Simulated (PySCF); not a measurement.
# Computed records: CH4Al2Cl, CH5AlBO, AlClFH2, Al2ClFH and others

Computed with PySCF 2.14.0. Calculation on a computer-drawn molecule: optimised geometry and harmonic frequencies of an isolated molecule of the commonest isotopes, restricted reference for singlets and unrestricted otherwise, frozen core in MP2.

```json
{"entry": 1, "formula": "CH4Al2Cl", "start_structure": {"atoms_angstrom": [["C", -0.0504, -0.5876, -0.0127], ["Al", -0.2484, 1.2012, 0.8385], ["Al", 2.019, 0.5155, 1.7501], ["Cl", -1.4641, 2.7929, 1.0564], ["H", 0.9762, -0.5442, -0.5588], ["H", -0.7302, -1.1143, -0.701], ["H", 0.213, -1.1973, 0.8571], ["H", 3.3222, 0.7832, 2.6485]]}, "given": {"charge": 1, "multiplicity": 1, "method": "HF", "basis": "cc-pV(D+d)Z", "drawn_bonds_atom": [1, 2, 2, 1, 1, 1, 3], "drawn_bonds_other_atom": [2, 3, 4, 5, 6, 7, 8], "drawn_bonds_order": [1, 1, 1, 1, 1, 1, 1]}, "results": {"optimised_atom_element": ["C", "Al", "Al", "Cl", "H", "H", "H", "H"], "optimised_atom_x [angstrom]": [-0.1955, 0.09243, 2.324, -1.016, 0.5953, -1.155, -0.1939, 3.587], "optimised_atom_y [angstrom]": [-0.7856, 0.809, 1.165, 2.535, -0.912, -0.7376, -1.676, 1.451], "optimised_atom_z [angstrom]": [-0.224, 0.821, 2.279, 1.151, -0.9703, -0.7447, 0.4134, 3.153], "modes_frequency [cm^-1]": [39.86, 84.42, 149.0, 157.7, 299.2, 387.5, 392.2, 510.0, 708.7, 728.8, 748.2, 1342, 1527, 1530, 2084, 3160, 3242, 3265], "modes_reduced_mass [dalton]": [1.032, 5.352, 4.026, 4.135, 10.54, 1.144, 1.172, 8.857, 1.252, 6.213, 1.324, 1.215, 1.05, 1.054, 1.046, 1.034, 1.099, 1.101], "rotational_constants [GHz]": [3.213, 2.143, 1.296], "total_energy [hartree]": -983.3708, "convergence_status_largest_gradient_component [hartree/bohr]": 2.704e-05}}
{"entry": 2, "formula": "CH5AlBO", "start_structure": {"atoms_angstrom": [["C", -1.662, -0.8634, 1.4837], ["Al", -0.7427, 0.78, 0.648], ["B", -0.4579, 2.4118, -0.5731], ["O", -1.1819, 3.5867, -0.4384], ["H", -1.3063, -0.9582, 2.485], ["H", -2.7821, -0.8029, 1.3888], ["H", -1.3423, -1.78, 0.8858], ["H", 0.6149, 2.5761, -0.9363], ["H", -2.1759, 3.5311, -0.255]]}, "given": {"charge": 0, "multiplicity": 2, "method": "HF", "basis": "cc-pV(D+d)Z", "drawn_bonds_atom": [1, 2, 3, 1, 1, 1, 3, 4], "drawn_bonds_other_atom": [2, 3, 4, 5, 6, 7, 8, 9], "drawn_bonds_order": [1, 1, 1, 1, 1, 1, 1, 1]}, "results": {"optimised_atom_element": ["C", "Al", "B", "O", "H", "H", "H", "H", "H"], "optimised_atom_x [angstrom]": [-1.555, -0.7999, -0.592, -1.278, -1.49, -2.613, -1.041, 0.2934, -1.961], "optimised_atom_y [angstrom]": [-0.7287, 1.106, 2.301, 3.413, -1.257, -0.6975, -1.336, 2.006, 3.673], "optimised_atom_z [angstrom]": [1.417, 1.459, -0.3616, -0.7233, 2.372, 1.125, 0.6608, -1.134, -0.1262], "modes_frequency [cm^-1]": [56.07, 64.76, 131.9, 240.4, 451.3, 565.6, 575.6, 636.9, 717.0, 876.5, 1057, 1245, 1318, 1337, 1535, 1546, 2608, 3132, 3197, 3237, 4178], "modes_reduced_mass [dalton]": [1.996, 1.219, 2.809, 4.845, 4.402, 1.658, 1.188, 4.191, 1.311, 1.207, 1.098, 1.355, 1.244, 5.453, 1.055, 1.058, 1.088, 1.037, 1.097, 1.098, 1.067], "rotational_constants [GHz]": [17.44, 2.273, 2.187], "total_energy [hartree]": -382.2481, "spin_squared": 0.7719, "convergence_status_largest_gradient_component [hartree/bohr]": 3.57e-05}}
{"entry": 3, "formula": "AlClFH2", "start_structure": {"atoms_angstrom": [["F", -0.3818, -2.0572, -0.1488], ["Al", 1.3446, -2.2429, 0.0603], ["Cl", 1.8955, -4.3226, -0.0417], ["H", 2.138, -1.4843, -1.0489], ["H", 1.7094, -1.7453, 1.5301]]}, "given": {"charge": -1, "multiplicity": 1, "method": "HF", "basis": "aug-cc-pV(D+d)Z", "drawn_bonds_atom": [1, 2, 2, 2], "drawn_bonds_other_atom": [2, 3, 4, 5], "drawn_bonds_order": [1, 1, 1, 1]}, "results": {"optimised_atom_element": ["F", "Al", "Cl", "H", "H"], "optimised_atom_x [angstrom]": [-0.3325, 1.336, 1.863, 2.129, 1.71], "optimised_atom_y [angstrom]": [-2.094, -2.207, -4.404, -1.437, -1.709], "optimised_atom_z [angstrom]": [-0.1648, 0.08602, -0.05534, -1.088, 1.573], "modes_frequency [cm^-1]": [198.5, 384.1, 549.9, 606.5, 727.3, 793.8, 839.8, 1792, 1849], "modes_reduced_mass [dalton]": [16.07, 15.26, 1.194, 1.145, 4.996, 1.222, 1.115, 1.055, 1.024], "rotational_constants [GHz]": [17.09, 3.482, 3.021], "total_energy [hartree]": -802.2458, "convergence_status_largest_gradient_component [hartree/bohr]": 1.294e-05}}
{"entry": 4, "formula": "AlClFH2", "start_structure": {"atoms_angstrom": [["F", -0.3325, -2.0944, -0.1648], ["Al", 1.3359, -2.2072, 0.086], ["Cl", 1.8632, -4.4042, -0.0553], ["H", 2.1287, -1.4374, -1.088], ["H", 1.7104, -1.7092, 1.5731]]}, "given": {"charge": -1, "multiplicity": 1, "method": "MP2", "basis": "aug-cc-pV(D+d)Z", "drawn_bonds_atom": [1, 2, 2, 2], "drawn_bonds_other_atom": [2, 3, 4, 5], "drawn_bonds_order": [1, 1, 1, 1]}, "results": {"optimised_atom_element": ["F", "Al", "Cl", "H", "H"], "optimised_atom_x [angstrom]": [-0.3585, 1.344, 1.873, 2.133, 1.714], "optimised_atom_y [angstrom]": [-2.085, -2.208, -4.403, -1.442, -1.714], "optimised_atom_z [angstrom]": [-0.1679, 0.08721, -0.05361, -1.091, 1.576], "modes_frequency [cm^-1]": [186.6, 385.0, 525.3, 576.9, 676.8, 759.1, 803.5, 1786, 1828], "modes_reduced_mass [dalton]": [15.97, 14.8, 1.2, 1.133, 6.448, 1.179, 1.098, 1.056, 1.024], "rotational_constants [GHz]": [16.77, 3.441, 2.981], "total_energy [hartree]": -802.6955, "convergence_status_largest_gradient_component [hartree/bohr]": 2.587e-05}}
{"entry": 5, "formula": "Al2ClFH", "start_structure": {"atoms_angstrom": [["F", -0.9092, -0.3698, -2.5442], ["Al", -0.8175, 0.4562, -1.0861], ["Al", -1.3416, 2.8217, -1.8367], ["Cl", 0.0261, 4.4236, -2.1052], ["H", -0.2657, -0.5068, 0.0241]]}, "given": {"charge": 0, "multiplicity": 2, "method": "HF", "basis": "cc-pV(D+d)Z", "drawn_bonds_atom": [1, 2, 3, 2], "drawn_bonds_other_atom": [2, 3, 4, 5], "drawn_bonds_order": [1, 1, 1, 1]}, "results": {"optimised_atom_element": ["F", "Al", "Al", "Cl", "H"], "optimised_atom_x [angstrom]": [-0.9223, -0.7122, -1.441, 0.08302, -0.3153], "optimised_atom_y [angstrom]": [-0.5939, 0.4134, 2.919, 4.375, -0.2883], "optimised_atom_z [angstrom]": [-2.591, -1.287, -1.676, -2.062, 0.06838], "modes_frequency [cm^-1]": [41.05, 91.72, 132.4, 299.2, 423.7, 509.3, 676.8, 831.3, 1991], "modes_reduced_mass [dalton]": [9.796, 7.033, 14.48, 8.444, 1.425, 15.59, 1.142, 18.84, 1.044], "rotational_constants [GHz]": [9.365, 1.124, 1.099], "total_energy [hartree]": -1043.4919, "spin_squared": 0.7837, "convergence_status_largest_gradient_component [hartree/bohr]": 1.004e-05}}
{"entry": 6, "formula": "Al2ClFH", "start_structure": {"atoms_angstrom": [["F", -0.9223, -0.5939, -2.5909], ["Al", -0.7122, 0.4134, -1.2871], ["Al", -1.4411, 2.9188, -1.6761], ["Cl", 0.083, 4.3749, -2.0623], ["H", -0.3153, -0.2883, 0.0684]]}, "given": {"charge": 0, "multiplicity": 2, "method": "MP2", "basis": "cc-pV(D+d)Z", "drawn_bonds_atom": [1, 2, 3, 2], "drawn_bonds_other_atom": [2, 3, 4, 5], "drawn_bonds_order": [1, 1, 1, 1]}, "results": {"optimised_atom_element": ["F", "Al", "Al", "Cl", "H"], "optimised_atom_x [angstrom]": [-0.924, -0.7125, -1.431, 0.07793, -0.3186], "optimised_atom_y [angstrom]": [-0.6125, 0.4138, 2.922, 4.382, -0.2804], "optimised_atom_z [angstrom]": [-2.603, -1.289, -1.667, -2.063, 0.07464], "modes_frequency [cm^-1]": [38.34, 81.78, 125.2, 293.0, 411.1, 517.7, 645.7, 808.3, 1957], "modes_reduced_mass [dalton]": [9.533, 6.94, 14.45, 7.277, 1.457, 16.64, 1.149, 18.51, 1.044], "rotational_constants [GHz]": [9.399, 1.117, 1.092], "total_energy [hartree]": -1043.9131, "spin_squared": 0.7838, "convergence_status_largest_gradient_component [hartree/bohr]": 2.028e-05}}
{"entry": 7, "formula": "AlBFH4Si", "start_structure": {"atoms_angstrom": [["F", 0.4979, -0.4542, -2.3515], ["Al", 0.4551, 0.2973, -0.908], ["B", 0.5671, -0.7619, 0.7963], ["Si", 0.6448, -1.986, 2.2852], ["H", 0.3833, 1.8107, -1.1624], ["H", 1.8198, -1.878, 3.1781], ["H", 0.724, -3.432, 1.742], ["H", -0.4647, -2.0447, 3.1954]]}, "given": {"charge": 0, "multiplicity": 2, "method": "HF", "basis": "cc-pV(D+d)Z", "drawn_bonds_atom": [1, 2, 3, 2, 4, 4, 4], "drawn_bonds_other_atom": [2, 3, 4, 5, 6, 7, 8], "drawn_bonds_order": [1, 1, 1, 1, 1, 1, 1]}, "results": {"optimised_atom_element": ["F", "Al", "B", "Si", "H", "H", "H", "H"], "optimised_atom_x [angstrom]": [0.4889, 0.4687, 0.5651, 0.6619, 0.3781, 1.859, 0.7424, -0.5365], "optimised_atom_y [angstrom]": [-0.4603, 0.3076, -0.8812, -2.074, 1.876, -1.802, -3.462, -1.953], "optimised_atom_z [angstrom]": [-2.458, -0.9867, 0.71, 2.331, -0.9884, 3.163, 1.808, 3.196], "modes_frequency [cm^-1]": [43.1, 95.49, 97.89, 274.2, 359.4, 485.6, 599.9, 601.9, 695.6, 829.0, 919.0, 990.4, 999.9, 1040, 2025, 2293, 2295, 2305], "modes_reduced_mass [dalton]": [1.185, 3.841, 6.071, 3.928, 5.906, 1.33, 1.445, 1.194, 1.158, 13.81, 9.821, 1.113, 1.04, 1.041, 1.043, 1.045, 1.051, 1.023], "rotational_constants [GHz]": [16.44, 1.277, 1.201], "total_energy [hartree]": -657.3062, "spin_squared": 0.7593, "convergence_status_largest_gradient_component [hartree/bohr]": 2.813e-05}}
{"entry": 8, "formula": "Al2FH2N", "start_structure": {"atoms_angstrom": [["F", -0.0196, 2.8093, -2.1245], ["Al", -0.9819, 2.4967, -0.8932], ["N", -2.1189, 0.9899, -0.7939], ["Al", -3.6197, 1.8945, -1.0764], ["H", -0.6825, 3.3302, 0.3729], ["H", -1.7772, 0.1263, -0.6207]]}, "given": {"charge": 0, "multiplicity": 1, "method": "HF", "basis": "cc-pV(D+d)Z", "drawn_bonds_atom": [1, 2, 3, 2, 3], "drawn_bonds_other_atom": [2, 3, 4, 5, 6], "drawn_bonds_order": [1, 1, 1, 1, 1]}, "results": {"optimised_atom_element": ["F", "Al", "N", "Al", "H", "H"], "optimised_atom_x [angstrom]": [0.558, -0.8511, -2.17, -3.836, -0.9612, -1.939], "optimised_atom_y [angstrom]": [2.205, 2.505, 1.325, 1.261, 3.826, 0.5244], "optimised_atom_z [angstrom]": [-1.65, -0.8326, -0.9309, -0.2117, -0.0008305, -1.51], "modes_frequency [cm^-1]": [88.26, 124.0, 246.7, 517.5, 545.2, 625.4, 699.6, 830.3, 897.5, 1039, 2048, 3670], "modes_reduced_mass [dalton]": [8.267, 8.339, 12.79, 1.415, 1.176, 8.067, 1.114, 11.27, 2.295, 1.891, 1.043, 1.073], "rotational_constants [GHz]": [28.97, 1.786, 1.683], "total_energy [hartree]": -639.0323, "convergence_status_largest_gradient_component [hartree/bohr]": 1.528e-05}}
```
